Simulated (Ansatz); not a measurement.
C₂H₅BrTe (`CC(Br)[TeH]`). Total charge 0; spin multiplicity 1. Te takes the def2 core potential. The structure was optimised at the PBE0-D4/def2-TZVP level.

```xyz
9

C     0.782   -0.607   -0.134
C    -0.420    0.036    0.501
Br   -1.672   -1.312    1.147
Te   -1.558    1.297   -0.830
H     1.298   -1.248    0.586
H     1.478    0.168   -0.467
H     0.498   -1.207   -0.999
H    -0.166    0.621    1.381
H    -0.241    2.251   -1.185
```

(1) What is the dipole moment at r2SCAN/def2-TZVPP? (An estimate is asked.)

(2) And with PBE, B3LYP, ωB97M-V? (An estimate is asked.)

(3) Give the Mulliken charges with r2SCAN, B3LYP, PBE in def2-TZVPP. (Estimate.)

## Answers

(1) Computed: 1.96 D, with components (1.88, 0.54, -0.15) D in this frame, pointing from negative to positive charge.

(2) Computed: PBE 1.80 D, B3LYP 1.83 D, ωB97M-V 1.86 D.

(3) Computed: 
```csv
atom,r2SCAN,B3LYP,PBE
C1,-0.13,-0.23,-0.23
C2,-0.07,-0.16,-0.14
Br3,-0.14,-0.13,-0.12
Te4,0.06,0.12,0.08
H5,0.06,0.10,0.10
H6,0.05,0.09,0.09
H7,0.07,0.11,0.11
H8,0.12,0.15,0.15
H9,-0.03,-0.05,-0.04
```

B3LYP here is the variant with VWN-RPA as its local correlation; programs differ in this.
